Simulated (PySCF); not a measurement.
A spin–spin coupling run with PySCF 2.14.0 with density-fitted response routines (density fitting, non-relativistic, gas phase) on `CC(C)BP`, C$_{3}$H$_{10}$BP:

```
$ OMP_NUM_THREADS=1 python probes_run.py task.json out

{"job": {"kind": "j", "xc": "B3LYP", "basis": "6-31G*"}, "charge": 0, "multiplicity": 1}
C     -1.607397    -0.381031    -0.700805
C     -0.345680    -0.365239     0.161268
C     -0.465065     0.663204     1.299137
B      0.943295     0.041938    -0.642165
P      2.559604    -0.911932    -0.546344
H     -2.497070    -0.639956    -0.102211
H     -1.787192     0.606583    -1.155744
H     -1.535770    -1.113408    -1.519784
H     -0.216663    -1.359929     0.624641
H     -1.349573     0.447859     1.921672
H      0.415878     0.657564     1.960019
H     -0.581919     1.686019     0.904719
H      0.892437     0.960600    -1.432905
H      3.544172     0.110906    -0.556452
H      2.629528    -1.290520     0.822065
```

Hardware: 1 thread of an Arm Neoverse N1, shared host. The job also computes field gradients.

(1) How large is the calculation?

(2) How long does it take, and how much memory does it need?

(3) And these other runs on the same molecule and hardware: spin–spin coupling at B3LYP/cc-pVTZ?

Results:

(1) 48 electrons, 94 basis functions and 636 auxiliary functions.

(2) 21 s of wall time, with 12 SCF cycles; peak memory 0.56 GiB. Times on a shared host scatter by some tens of per cent.

(3) B3LYP/cc-pVTZ: 294 functions, 110 s.
